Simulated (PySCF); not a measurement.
## Ionisation energy of Lu³⁷⁺ by level of theory

Lu³⁷⁺ [Ar] 3d10 4s2 4p4 [4p1/2^2 4p3/2^2, M_J = 2] → Lu³⁸⁺ [Ar] 3d10 4s2 4p3 [4p1/2^2 4p3/2^1, M_J = 3/2], as a difference of total energies. Calculation: PySCF 2.14, in an uncontracted even-tempered set (17 s from 4.1 bohr⁻², ratio 2.8; 13 p from 5.4 bohr⁻², ratio 2.8; 8 d from 9.5 bohr⁻², ratio 2.8; 4 f from 25 bohr⁻², ratio 3); the two-component X2C-1e Hamiltonian. Correlated levels: [Ne] frozen; the 74 highest virtual spinors dropped. "Screened" scales the spin-orbit matrix elements by Boettger's factors to mimic the two-electron term; Breit and QED terms are absent.

Task: Order these methods by the ionisation energy they give, lowest first.
A. GMP2 (spin-free)
B. GHF (screened spin-orbit)
C. GHF (spin-free)
D. GMP2 (screened spin-orbit)

Result: B (1690.8 eV), D (1691.7 eV), C (1706.0 eV), A (1707.4 eV).

Breit and QED terms and the two-electron picture change are absent.

The spin-free rows relax to the high-spin LS determinant and lack the spin-orbit shift.

The labels give the starting determinants; with spin-orbit coupling the two ends relaxed to ⟨J²⟩ = 6.00, ⟨L²⟩ = 3.25, ⟨S²⟩ = 1.45 and ⟨J²⟩ = 3.75, ⟨L²⟩ = 2.50, ⟨S²⟩ = 1.57.

For comparison: 1696 ± 4 eV (theoretical estimate listed by NIST; NIST Atomic Spectra Database, ionization energies).
